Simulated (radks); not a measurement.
Results of a calculation; reference values are marked as such.
Neutral potassium inside a hard spherical wall (all orbitals vanish at R), configuration held at [Ar] 4s1 and not refilled when levels cross. Code: a radial shooting solver on a logarithmic mesh with Libxc functionals. Model: non-relativistic Kohn-Sham, PBE, spin-polarised, spherical densities, point nucleus; open shells are filled with parallel spins first. Eigenvalues in eV for spin up, with the zero of energy where the potential of the charges vanishes at infinity; a dash marks a level that is unbound or too diffuse for the functional's potential to be trusted. A positive occupied level is held by the wall or, in an anion where self-interaction has pushed it up, behind a barrier. The pressure on the wall is -dE/dV.

R (bohr)  E (hartree)  kinetic (hartree)    e(2p)    e(3s)    e(3p)   e(4s)  e(4p, empty)  e(5s, empty)  pressure (GPa)
free       -599.71047            599.071  -279.86  -34.996  -18.817  -2.534        -0.975             -               0
15         -599.71037            599.072  -279.84  -34.981  -18.802  -2.524        -0.928         0.501        0.000838
12         -599.70943            599.079  -279.75  -34.892  -18.715  -2.460        -0.754         1.596          0.0129
7          -599.67017            599.234  -278.54  -33.740  -17.592  -0.924         1.902        11.565            1.41
6          -599.62509            599.376  -277.82  -33.089  -16.966   0.567         4.132        18.616            4.30
5          -599.51738            599.709  -276.56  -32.033  -15.955   3.848         8.663        31.915            15.8
4          -599.20438            600.733  -273.55  -29.813  -13.759  12.273        19.239        60.367            80.0
2          -589.67819            629.619  -222.74    8.357   27.964  158.53        170.38        397.90           11900
1.5        -569.21715            680.537  -165.75   76.017   98.271  377.96        378.99        830.99           77800
